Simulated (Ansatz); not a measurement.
Molecule: CCl₂, net charge -1, doublet state. 
Geometry from a B3LYP-D3(BJ)/def2-TZVP (Ansatz, a first-principles code) optimisation:
```
C
Cl 1 1.9054
Cl 1 1.9054 2 104.49
```
Charge -1, spin multiplicity 2.

Basis-set convergence of Hartree-Fock and CCSD(T) correlation energies (hartree) with Ansatz. Cores are frozen in the correlated levels unless marked. Open shells are spin-unrestricted. No spin-orbit coupling. Non-relativistic.

```json
[
 {"basis": "aug-cc-pV(D+d)Z", "functions": "87", "E(HF)": "-956.83053", "E(corr, CCSD(T))": "-0.47677"},
 {"basis": "aug-cc-pV(T+d)Z", "functions": "156", "E(HF)": "[?]", "E(corr, CCSD(T))": "[?]"}
]
```

Fill in the missing entries.


- aug-cc-pV(T+d)Z, E(HF): -956.86107
- aug-cc-pV(T+d)Z, E(corr, CCSD(T)): -0.60139
